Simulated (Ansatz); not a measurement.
Basis sets compared for 1-ethyl-3-methylimidazolium mesylate, `CCn1cc[n+](C)c1.CS(=O)(=O)[O-]`. The state is a singlet with charge 0. Geometry PBE-D4/def2-SVP. Ansatz on 4 threads of Arm Neoverse V1 on a shared host; times are rough, and most runs start from earlier orbitals.

```xyz
27

C    -3.173    0.387    0.892
C    -1.937    1.140    0.416
N    -0.715    0.731    1.126
C     0.074    1.514    1.946
C     1.214    0.794    2.219
N     1.094   -0.417    1.564
C     2.127   -1.436    1.397
C    -0.071   -0.427    0.892
H    -4.060    0.745    0.332
H    -3.364    0.533    1.975
H    -3.077   -0.699    0.691
H    -1.728    0.934   -0.660
H    -2.037    2.232    0.571
H    -0.230    2.518    2.255
H     2.095    1.047    2.814
H     2.117   -1.729    0.321
H     1.919   -2.312    2.043
H     3.103   -0.997    1.672
H    -0.390   -1.208    0.189
C     1.145   -0.379   -3.721
S     0.633   -0.446   -1.986
O     1.124   -1.786   -1.476
O     1.284    0.728   -1.308
O    -0.878   -0.369   -2.011
H     0.684   -1.233   -4.250
H     0.798    0.580   -4.146
H     2.249   -0.446   -3.757
```

Binding counts from free atoms (C triplet, N quartet, H doublet, S triplet, O triplet) in the same basis, without a counterpoise term.

| level | functions | energy (Eh) | HOMO (eV) | LUMO (eV) | binding per atom (eV) | wall time |
| --- | --- | --- | --- | --- | --- | --- |
| PBE-D4/def2-SVP | 256 | -1007.0502 | -4.34 | -1.57 | 4.37 | 6 s |
| PBE0-D4/def2-SVP | 256 | -1007.1063 | -6.03 | -0.63 | 4.24 | 11 s |

Estimate the rows for PBE-D4/def2-TZVP (with forces), PBE0-D4/def2-TZVP (with forces).


```csv
level,functions,energy (Eh),HOMO (eV),LUMO (eV),binding per atom (eV),wall time
PBE-D4/def2-TZVP (with forces),493,-1007.9319,-4.77,-1.72,4.37,15 s
PBE0-D4/def2-TZVP (with forces),493,-1007.9799,-6.36,-0.77,4.24,44 s
```
